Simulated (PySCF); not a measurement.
**Which element holds Cl most strongly?**

r²SCAN in PySCF with def2-TZVPPD on every atom (core potentials on Mo, In, Sn, Sb), for the lowest determinant that a PBE0 search found; no spin–orbit coupling. D0 is De less the harmonic zero-point energy.

| M | state (unpaired electrons) | Re (Å) | ωe (cm⁻¹) | D0(MCl) (eV) |
| --- | --- | --- | --- | --- |
| Mo | sextet (σ ↑, π ↑↑, δ ↑↑) | 2.282 | 381 | 3.81 |
| In | singlet (closed shell) | 2.415 | 313 | 4.66 |
| Si | doublet (π ↑) | 2.071 | 527 | 4.47 |
| Sb | triplet (π ↑↑) | 2.345 | 370 | 3.25 |
| Al | singlet (closed shell) | 2.146 | 474 | 5.20 |
| Sn | doublet (π ↑) | 2.372 | 347 | 4.03 |
| Ga | singlet (closed shell) | 2.209 | 369 | 4.92 |

**Question.** Order the elements by D0 and give the energy of SiCl + Ga → GaCl + Si.

**Answer.** Al > Ga > In > Si > Sn > Mo > Sb; ΔE = 4.47 − 4.92 = -0.45 eV at r²SCAN/def2-TZVPPD. Close neighbours can swap at other levels.

The metal atom is held in its measured ground configuration; semilocal functionals can put another filling of s and d lower by some tenths of an eV, and De to that atom would be smaller. These are scalar-relativistic numbers at best; spin–orbit coupling would shift them, the dissociation energy most. States were picked by a PBE0 search and need not be the measured ground states.
